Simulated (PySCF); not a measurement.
TlOCl at several levels of theory

Computed with PySCF 2.14.0 (density fitting, no spin-orbit coupling) at the geometry relaxed with PBE0:

```xyz
3
TlOCl (singlet)
Tl    0.1309    0.0000    0.3581
O     2.0248    0.0000    0.2059
Cl   -2.2292    0.0000    0.5643
```

```tsv
level	basis	state	HOMO (eV)	gap (eV)	charge on Tl1 (e)	dipole about the centre of mass (D)	largest force component (eV/Å)
PBE0	Tl def2-SVP with ECP60, O def2-SVP, Cl def2-SVP	singlet	-7.80	4.71	0.69	2.22	0.02
M06-L	the same	singlet	-6.48	2.73	0.81	1.84	0.55
PBE0	Tl def2-TZVP with ECP60, O def2-TZVP, Cl def2-TZVP	singlet	-7.96	4.82	0.82	2.30	0.94
```

Charges are Mulliken's, which hang on the basis. The relaxation used the grid (50, 194), these runs (75, 302) or, all-electron (x2c bases, spin-free X2C Hamiltonian), (99, 590).

**Question.** What does B3LYP with Tl def2-SVP with ECP60, O def2-SVP, Cl def2-SVP give here?

**Answer.** state singlet, HOMO (eV) -7.53, gap (eV) 4.21, charge on Tl1 (e) 0.64, dipole about the centre of mass (D) 2.20, largest force component (eV/Å) 0.42. Time: 1.1 s on 2 threads of Arm Neoverse V2 (shared host), from an already converged density.

In the first row's basis the gap widens with exact exchange: 2.7 eV for M06-L (none); 4.2 to 4.7 eV for B3LYP, PBE0 (a fixed share).
